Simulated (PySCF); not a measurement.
Si(Cl)(Me)2(NH2) (C2H8ClNSi), SMILES C[Si](C)(N)Cl. The structure is a stationary point at B3LYP-D3(BJ)/def2-SVP. One conformer was computed; it need not be the lowest.

Task: Give the equilibrium geometry at B3LYP-D3(BJ)/def2-SVP (PySCF confirms it by a frequency run) as a Z-matrix, and its point group. (Estimate from the structure and the level; the computed values follow.)

Result: This is not unique; one that fits is point group Cs.
```
Si
N 1 1.7270
H 2 1.0168 1 118.69
H 2 1.0168 3 109.75 1 -141.08
C 1 1.8691 2 108.99 3 173.69
H 5 1.1010 1 110.59 2 178.34
H 5 1.1018 6 108.68 1 -121.57
H 5 1.1018 6 107.58 7 -117.11
C 1 1.8691 2 108.99 3 48.69
H 9 1.1010 1 110.59 2 -178.34
H 9 1.1018 10 108.68 1 121.57
H 9 1.1018 10 107.58 11 117.11
Cl 1 2.1176 2 112.46 3 -68.81
```
Charge 0, spin multiplicity 1.
